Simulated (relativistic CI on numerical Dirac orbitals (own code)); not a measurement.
## O⁺: what numerical and physical settings do to a radial Dirac CI calculation

Reference input:

```
atom O  Z=8  charge=1  electrons=7
nucleus A=16  rms_radius_fm=2.6991
hamiltonian dirac-coulomb  breit=on  qed=on  c_scale=1
orbitals kli  potential=per-configuration
slater_scale 1
correlation none
mixing on
grid step=0.0125 r_max=51.4
scf mixing=0.4 start=green max_iterations=150 tolerance=2e-08 node_fill=0.05
configurations
  [He] 2s2 2p3
  [He] 2s 2p4
  [He] 2p5
  [He] 2s2 2p2 3s
  [He] 2s2 2p2 3p
end
```

Computed lowest total energy -74.41337 Ha, first excitation 30214.5 cm⁻¹, 49 SCF steps. Runs with settings changed; * marks those that are bad on purpose:

| Changed | Outcome | Lowest level | ΔE (Ha) | First excitation (cm⁻¹) | SCF steps | Message |
| --- | --- | --- | --- | --- | --- | --- |
| SCF mixing 0.9 | converged | 2s²2p³ ⁴S°3/2 | 4.45e-10 | 30214.5 | 40 |  |
| iteration limit 30, grid step 0.006 | converged | 2s²2p³ ⁴S°3/2 | -1.49e-06 | 30214.5 | 49 |  |
| iteration limit 20, end of the grid at 35.98 bohr, SCF mixing 0.05 | converged | 2s²2p³ ⁴S°3/2 | 4.89e-10 | 30214.5 | 60 |  |
| node fill of the KLI weights 0.01 | converged | 2s²2p³ ⁴S°3/2 | 9.45e-06 | 30228.8 | 50 |  |
| Slater scale 5 * | converged | 2s²2p³ ⁴S°3/2 | -0.547 | 52014.5 | 49 |  |
| end of the grid at 1.54 bohr * | not converged |  |  |  | 33 | SCF of 1s2 2s2 2p3 stopped: an orbital could not be found |

With so few configurations and no correlation, terms lie too far apart (by 10 to 50 % near neutrality), their order can be wrong, and levels of other configurations are missing.
